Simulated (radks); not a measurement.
Isoelectronic series with 44 electrons, each ion in its NIST ground configuration. Calculated with a radial shooting solver on a logarithmic mesh with Libxc functionals: Dirac Kohn-Sham, PBE, spin-unpolarised, spherical densities, finite nucleus; open shells are shared between the two j in proportion to 2j + 1; Fermi nuclear charge, rms radius of each element as measured or else 0.836 A^(1/3) + 0.57 fm. Total energies (hartree) and orbital eigenvalues (hartree) (* marks an orbital that is empty in some or all of the ions):

ion	configuration	E (hartree)	5s1/2*	4d5/2	4d3/2
Ru	[Kr] 4d7 5s1	-4531.46481	-0.15581	-0.18656	-0.19838
Ag3+	[Kr] 4d8	-5314.70284	-1.15494	-1.59727	-1.62187
Sn6+	[Kr] 4d8	-6169.04916	-2.71584	-3.89586	-3.94057
I9+	[Kr] 4d8	-7095.26811	-4.72463	-6.85845	-6.93096
Ba12+	[Kr] 4d8	-8094.4800	-7.15832	-10.44065	-10.55028
Pr15+	[Kr] 4d8	-9168.0367	-10.00882	-14.62235	-14.78019
Sm18+	[Kr] 4d8	-10317.4503	-13.27431	-19.39263	-19.61168
Tb21+	[Kr] 4d8	-11544.5475	-16.95661	-24.74498	-25.04036
Er24+	[Kr] 4d8	-12851.1660	-21.05974	-30.67539	-31.06447
